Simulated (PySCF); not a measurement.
FH₂O₂Sb. Atoms are numbered in the order given.

```xyz
6

Sb     0.0086    -0.0164     0.3753
F      0.9779     1.3060    -0.6871
O      0.6382    -1.6105    -0.6107
H      0.4127    -1.5857    -1.5542
O     -1.6609     0.3325    -0.6386
H     -1.4678     0.8907    -1.4096
```

Geometry optimised at B3LYP-D3(BJ)/def2-SVP. The def2 effective core potentials stand for the cores of Sb; spin–orbit coupling is left out. One conformer was computed; it need not be the lowest.

These are PySCF with TDDFT-M06-2X/def2-SVPD values and carry that method's errors.

Vertical excitations. Gas-phase values at a fixed geometry.

```json
[
 {"state": "S1", "energy (eV)": "6.55", "λ (nm)": "189", "f": "0.110", "main pairs": "HOMO→LUMO 94 %"},
 {"state": "S2", "energy (eV)": "6.98", "λ (nm)": "178", "f": "0.099", "main pairs": "HOMO→LUMO+1 73 %, HOMO−1→LUMO 14 %"},
 {"state": "S3", "energy (eV)": "7.51", "λ (nm)": "165", "f": "0.026", "main pairs": "HOMO−1→LUMO+1 50 %, HOMO−1→LUMO 29 %"},
 {"state": "S4", "energy (eV)": "7.52", "λ (nm)": "165", "f": "0.117", "main pairs": "HOMO−1→LUMO 44 %, HOMO−1→LUMO+1 16 %, HOMO−2→LUMO 15 %, HOMO→LUMO+1 14 %"},
 {"state": "S5", "energy (eV)": "7.61", "λ (nm)": "163", "f": "0.034", "main pairs": "HOMO−2→LUMO 52 %, HOMO→LUMO+2 17 %"},
 {"state": "S6", "energy (eV)": "7.77", "λ (nm)": "160", "f": "0.101", "main pairs": "HOMO−2→LUMO+1 42 %, HOMO−1→LUMO+1 15 %, HOMO→LUMO+2 9 %, HOMO−1→LUMO+2 7 %"},
 {"state": "S7", "energy (eV)": "7.93", "λ (nm)": "156", "f": "0.025", "main pairs": "HOMO−3→LUMO 65 %, HOMO−2→LUMO+1 16 %"},
 {"state": "S8", "energy (eV)": "8.20", "λ (nm)": "151", "f": "0.130", "main pairs": "HOMO→LUMO+2 37 %, HOMO−3→LUMO 21 %, HOMO−2→LUMO+1 13 %, HOMO−2→LUMO 12 %"},
 {"state": "S9", "energy (eV)": "8.45", "λ (nm)": "147", "f": "0.127", "main pairs": "HOMO−1→LUMO+2 33 %, HOMO→LUMO+3 21 %, HOMO−3→LUMO+1 21 %, HOMO−2→LUMO+1 9 %"},
 {"state": "S10", "energy (eV)": "8.57", "λ (nm)": "145", "f": "0.058", "main pairs": "HOMO→LUMO+3 50 %, HOMO→LUMO+2 16 %"},
 {"state": "T1", "energy (eV)": "4.96", "λ (nm)": "250", "f": "0", "main pairs": "HOMO→LUMO 85 %"},
 {"state": "T2", "energy (eV)": "5.45", "λ (nm)": "228", "f": "0", "main pairs": "HOMO→LUMO+1 85 %"},
 {"state": "T3", "energy (eV)": "6.80", "λ (nm)": "182", "f": "0", "main pairs": "HOMO−1→LUMO 64 %"},
 {"state": "T4", "energy (eV)": "7.06", "λ (nm)": "176", "f": "0", "main pairs": "HOMO−1→LUMO+1 62 %, HOMO−2→LUMO 10 %"}
]
```
Triplets are in the Tamm–Dancoff approximation, which puts them higher than full response would, so one can lie above its singlet here.
